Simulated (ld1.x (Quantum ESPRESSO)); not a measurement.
**Configuration tests for N (PAW)**

nitrogen, PAW, made with ld1.x (Quantum ESPRESSO) 7.5 (PBE, scalar-relativistic). Core [He], reference 2s2 2p2.75 (charge +0.25). Waves: 2s (bound): rcut 0.65, rcutus 0.75 bohr; 2s channel at 3.2 Ry: rcut 0.65, rcutus 0.75 bohr; 2p (bound): rcut 1.40, rcutus 1.50 bohr; 2p channel at 2.25 Ry: rcut 1.40, rcutus 1.50 bohr. Local part: all-electron potential smoothed inside 1.15 bohr (lloc = -1). Core correction: a·sin(br)/r model core, default radius (ld1.x builds one for every PAW set, though the input has nlcc=.false.). Augmentation charge: GAUSS, radius 0.70 bohr.

Energies are relative to the spin-unpolarised reference configuration 2s2 2p2.75; without spin polarisation the order of configurations can differ from experiment.

| valence configuration | charge | ΔE all-electron (eV) | error AE − PS (meV) |
| --- | --- | --- | --- |
| 2s2 2p2 | +1 | 11.442 | -2.4 |
| 2s2 2p1 | +2 | 40.296 | -14 |
| 2s1 2p4 | 0 | 9.358 | -2.1 |
| 2s2 2p0 | +3 | 87.378 | -32 |
| 2s1 2p3 | +1 | 23.223 | -0.9 |

(1) What are ΔE and the potential's error for 2s0 2p5?

(2) What are ΔE and the potential's error for 2s2 2p3?

Levels in the configuration 2s2 2p3:

```
level  all-electron (eV)  pseudo (eV)
   2s            -18.583      -18.583
   2p             -7.090       -7.089
```

Note: ghost state, extra bound levels that the all-electron valence spectrum of the same l lacks: s at -436.3 eV. A true bound ghost makes a file unfit for plane-wave use.

## Answers

(1) ΔE = 20.892 eV all-electron; the error (AE − PS) is -1.7 meV.

(2) ΔE = -2.149 eV all-electron; the error (AE − PS) is 0.0 meV.
